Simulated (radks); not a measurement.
The scandium ion Sc2+ inside a hard spherical wall (all orbitals vanish at R), configuration held at [Ar] 3d1 and not refilled when levels cross. Calculated with a radial shooting solver on a logarithmic mesh with Libxc functionals: scalar-relativistic Kohn-Sham, r2SCAN, spin-polarised, spherical densities, finite nucleus; open shells are filled with parallel spins first; meta-GGA in the generalised Kohn-Sham scheme; Fermi nuclear charge, rms radius 3.5459 fm. Eigenvalues in eV for spin up, with the zero of energy where the potential of the charges vanishes at infinity; a dash marks a level that is unbound or too diffuse for the functional's potential to be trusted. A positive occupied level is held by the wall or, in an anion where self-interaction has pushed it up, behind a barrier. The pressure on the wall is -dE/dV.

R (bohr)  E (hartree)  kinetic (hartree)    e(2p)    e(3s)    e(3p)    e(3d)  e(4s, empty)  e(4p, empty)  pressure (GPa)
free       -763.53941            769.394  -408.32  -72.784  -50.371  -17.886       -15.211       -11.096               0
20         -763.53941            769.394  -408.32  -72.784  -50.371  -17.886       -15.211       -11.096        < 0.0001
15         -763.53941            769.394  -408.32  -72.784  -50.371  -17.886       -15.211       -11.096        < 0.0001
12         -763.53941            769.394  -408.32  -72.784  -50.371  -17.886       -15.211       -11.096        < 0.0001
8          -763.53940            769.394  -408.32  -72.783  -50.369  -17.884       -15.190       -10.995        0.000951
6          -763.53887            769.399  -408.27  -72.744  -50.333  -17.838       -14.807       -10.090          0.0631
3          -763.36507            770.517  -404.24  -70.070  -47.550  -13.396         7.909        19.006             113
1.5        -751.17518            815.957  -334.87   -6.411   21.227   58.798        289.11        297.86           41000
